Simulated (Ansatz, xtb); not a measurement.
## Two conformers of ClH8NSi3

Structure a is `[SiH3][SiH2]N[SiH2]Cl`, a singlet and structure b is `[SiH3][SiH2]N[SiH2]Cl`, a singlet. Both are isolated molecules in the gas phase, relaxed with B3LYP/6-31G*.

a (Å):

```xyz
13

Cl    0.1586    2.5637   -2.6712
N     0.0725   -0.4043   -1.4558
Si    2.1673    0.0231    1.2535
Si    1.5472   -1.0579   -0.7455
Si   -0.1156    0.5006   -2.9110
H     1.0463   -0.0258    2.2356
H     2.5122    1.4501    1.0116
H     3.3454   -0.6575    1.8627
H     2.6052   -0.8951   -1.7778
H     1.3757   -2.5153   -0.4753
H    -0.7537   -0.4408   -0.8634
H    -1.5012    0.3418   -3.4075
H     0.9068    0.0608   -3.8824
```

b (Å):

| atom | x (Å) | y (Å) | z (Å) |
| --- | --- | --- | --- |
| Cl | 0.6392 | -0.8739 | 3.7178 |
| N | 1.6433 | 0.1914 | 0.8583 |
| Si | 0.1819 | -2.0894 | -1.2570 |
| Si | 0.5407 | 0.1146 | -0.5156 |
| Si | 1.9730 | -0.9503 | 2.1058 |
| H | -0.5225 | -2.9175 | -0.2415 |
| H | 1.4630 | -2.7576 | -1.6143 |
| H | -0.6706 | -2.0167 | -2.4767 |
| H | -0.7790 | 0.7440 | -0.2149 |
| H | 1.1466 | 0.9127 | -1.6193 |
| H | 2.0042 | 1.1258 | 1.0411 |
| H | 3.3082 | -0.6719 | 2.6799 |
| H | 1.8593 | -2.3124 | 1.5447 |

Task: Estimate which is lower in electronic energy at CCSD(T)/def2-SVP + ΔMP2/def2-TZVPP, and by roughly how much.

Result: Too close to call at this level: CCSD(T)/def2-SVP + ΔMP2/def2-TZVPP gives E(b) − E(a) = +0.002 eV.

Level by level:

```json
{"level": "B3LYP/6-31G*", "geometry": "B3LYP/6-31G*", "E(b) − E(a) (eV)": "+0.018", "departure from the last row (eV)": "+0.016", "job, with rough time for the two": "optimisation, 4.3 min"}
{"level": "HF/def2-SVP", "geometry": "B3LYP/6-31G*", "E(b) − E(a) (eV)": "+0.013", "departure from the last row (eV)": "+0.011", "job, with rough time for the two": "part of the CCSD(T) run"}
{"level": "MP2/def2-SVP", "geometry": "B3LYP/6-31G*", "E(b) − E(a) (eV)": "−0.006", "departure from the last row (eV)": "−0.008", "job, with rough time for the two": "part of the CCSD(T) run"}
{"level": "CCSD(T)/def2-SVP", "geometry": "B3LYP/6-31G*", "E(b) − E(a) (eV)": "−0.005", "departure from the last row (eV)": "−0.008", "job, with rough time for the two": "single point"}
{"level": "CCSD(T)/def2-SVP + ΔMP2/def2-TZVPP", "geometry": "B3LYP/6-31G*", "E(b) − E(a) (eV)": "+0.002", "departure from the last row (eV)": "", "job, with rough time for the two": "single point, 46 s"}
```

The largest departure from CCSD(T)/def2-SVP + ΔMP2/def2-TZVPP is that of B3LYP/6-31G*, 0.016 eV. Levels run at GFN2-xTB geometries aren't shown. The last row adds to CCSD(T) the change of the MP2 difference between the two basis sets, here +0.008 eV.

With harmonic frequencies from B3LYP/6-31G* (ideal gas, rigid rotor, one conformer each, 298.15 K, 1 atm): on the last row, ΔE + ΔZPE = +0.007 eV. A mode under 50 cm⁻¹ makes harmonic enthalpies and free energies unreliable, so none is given.

The correlated steps freeze 21 core orbitals. Codes used: Ansatz 0.2.0; the last row on 2 threads of Intel(R) Xeon(R) Platinum 8259CL CPU @ 2.50GHz (Skylake/Cascade Lake) on a shared host.
